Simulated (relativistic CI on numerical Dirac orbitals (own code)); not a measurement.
**Slater and spin-orbit integrals, Ba34+**

Method of calculation: Dirac-Coulomb-Breit CI, orbitals from a KLI potential per configuration, a model potential for QED, unscaled Slater integrals (own radial code, finite nucleus).

Slater integrals F^k, G^k are unscaled and averaged over j, outside the closed core [Ne]; ζ comes from projecting the Hamiltonian with its Breit term on Σ l·s of the shell.

- 3s²3p⁶3d⁴: F^2(3d,3d) = 422940, F^4(3d,3d) = 272880, ζ(3d) = 60154 cm⁻¹; <r>(3d) = 0.241, <r^2>(3d) = 0.06744 (bohr units).
- 3s²3p⁵3d⁵: ζ(3p) = 457080, F^2(3d,3d) = 422080, F^4(3d,3d) = 272300, F^2(3p,3d) = 368530, G^1(3p,3d) = 396980, G^3(3p,3d) = 263900, ζ(3d) = 59460 cm⁻¹; <r>(3p) = 0.2695, <r^2>(3p) = 0.08391, <r>(3d) = 0.2414, <r^2>(3d) = 0.0677 (bohr units).
- 3s3p⁶3d⁵: F^2(3d,3d) = 421770, F^4(3d,3d) = 272090, G^2(3s,3d) = 299760, ζ(3d) = 59828 cm⁻¹; <r>(3s) = 0.2754, <r^2>(3s) = 0.08645, <r>(3d) = 0.2416, <r^2>(3d) = 0.06779 (bohr units).

Problem. Give the Racah parameters of the d shell in 3s²3p⁶3d⁴.

Solution. B = F²/49 − 5F⁴/441 = 5538 cm⁻¹ and C = 35F⁴/441 = 21657 cm⁻¹.

Averages of the first 10 configurations, taken without configuration mixing, which lowers the lowest level and can move excited configurations by several eV; other configurations of the list can lie among them:

```tsv
Configuration	Parity	States	Average energy above the lowest level (eV)
3s²3p⁶3d⁴	even	210	52.4
3s²3p⁵3d⁵	odd	1512	308.8
3s3p⁶3d⁵	even	504	513.5
3s²3p⁶3d³4s	even	240	953.0
3s²3p⁶3d³4p	odd	720	1028.5
3s²3p⁶3d³4d	even	1200	1126.8
3s²3p⁵3d⁴4s	odd	2520	1202.2
3s²3p⁶3d³4f	odd	1680	1212.5
3s3p⁶3d⁴4s	even	840	1408.3
3p⁶3d⁵4p	odd	1512	1944.5
```
